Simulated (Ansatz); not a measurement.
CH3BClNOS, SMILES `NB(Cl)OC=S` at its PBE0-D4/def2-TZVP geometry, where that method's forces vanish. The species carries charge 0 and has multiplicity 1.

```xyz
9

N     0.1734   -0.0262   -1.8300
B     0.1216    0.3660   -0.5027
Cl    0.4101    2.0506   -0.0482
O    -0.1629   -0.6099    0.4405
C    -0.2552   -0.4219    1.7585
S    -0.5878   -1.5995    2.7977
H     0.3724    0.6111   -2.5792
H     0.0117   -0.9801   -2.1047
H    -0.0834    0.6099    2.0682
```

Q: What forces (eV/Å) does r2SCAN-D4/def2-TZVPP give on these atoms in the Gaussian-basis code of Ansatz? (Estimate.)

A: Ansatz gave: 
```
N1   0.004 -0.033 -0.104
B2   0.024  0.108 -0.030
Cl3  0.017  0.094  0.013
O4  -0.008 -0.159 -0.240
C5   0.014  0.196  0.252
S6  -0.057 -0.205  0.170
H7   0.000 -0.007 -0.014
H8   0.000 -0.010 -0.016
H9   0.006  0.016 -0.030
```
